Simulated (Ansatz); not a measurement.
The cluster Sn₃, relaxed as a singlet with RKS PBE0-D4/def2-SVP in Ansatz, starting from the GFN1-xTB geometry. Force threshold 0.02 eV/Å.

In the def2 sets Sn takes a core potential; there is no spin–orbit coupling. The restricted singlet is unstable towards broken spin symmetry at other levels; at PBE0-D4/def2-SVP this wasn't settled. At PBE0-D4/def2-SVP a triplet of charge 0 lies 0.21 eV below the restricted singlet, each at its own geometry. The structure comes from a short search, and lower isomers may exist.

Start:

Cartesian coordinates in Å:
```
Sn -1.650 0.021 0.678
Sn 0.022 0.034 -1.405
Sn 1.628 -0.054 0.728
```

Estimate the energy that the relaxation releases and the steps that it takes.

0.2 kcal/mol, in 3 steps; 6 s on 4 threads of Arm Neoverse V1 on a shared host. No frequencies were taken in this run, so the end may be a saddle point.

Does the start keep its bonding and symmetry?

By distances, no bond broke or formed. The bond that changes most is Sn1–Sn3, from 3.28 to 3.37 Å (atoms count from 1). Point group C2v at the start, C2v at the end, both within 0.05 Å.

Predict the relaxed structure.


```xyz
3

Sn   -1.698    0.022    0.671
Sn    0.022    0.033   -1.393
Sn    1.676   -0.055    0.722
```
Bond lengths (bridged metal pairs left out): 2 × Sn–Sn 2.69 Å.
